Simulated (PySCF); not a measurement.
**Exercise with solution: entropy of an ideal gas**

CCl3, SMILES Cl[C](Cl)Cl (connectivity only; charge and spin as stated), charge +1, multiplicity 1.

Geometry: PBE0-D3(BJ)/def2-SVP. The multiplicity is an assumed one; other spin states were not compared. The isomer is the one that the SMILES or the coordinates give; other isomers of the formula were not compared.

PBE0-D3(BJ)/def2-SVP run with PySCF 2.14.0 gives the harmonic wavenumbers 317, 317, 531, 561, 1081, 1082 cm⁻¹ and the rotational temperatures 0.1680, 0.1680, 0.0840 K. The molar mass is 118.36 g/mol, the symmetry number 6, the spin multiplicity 1.

Question: Work out the entropy at 298.15 K and 1 atm in the rigid-rotor, harmonic-oscillator model.

Answer: 
Translation (Sackur–Tetrode at 1 atm): S = R[1.5 ln M + 2.5 ln T − 1.16487] = 168.3 J/(mol K).
Rotation: q = (√π/σ) T^1.5/√(θA θB θC) = 31200, S = R[ln q + 3/2] = 98.5 J/(mol K).
Vibration: with u = 1.4388 ν/T, each mode gives R[u/(e^u − 1) − ln(1 − e^−u)]:
```tsv
ν (cm⁻¹)	modes	u	S (J/(mol K))
317	2	1.53	11.09
531	1	2.56	2.45
561	1	2.71	2.18
1081	1	5.22	0.28
1082	1	5.22	0.28
```
These are all the modes. Sum 16.3 J/(mol K).
Spin: R ln 1 = 0.0 J/(mol K).
Total 283.1 J/(mol K); the program's own thermochemistry gives 283.1. Translation makes up 59 % and vibration 6 %. Anharmonicity, hindered rotation and orbital degeneracy are left out.
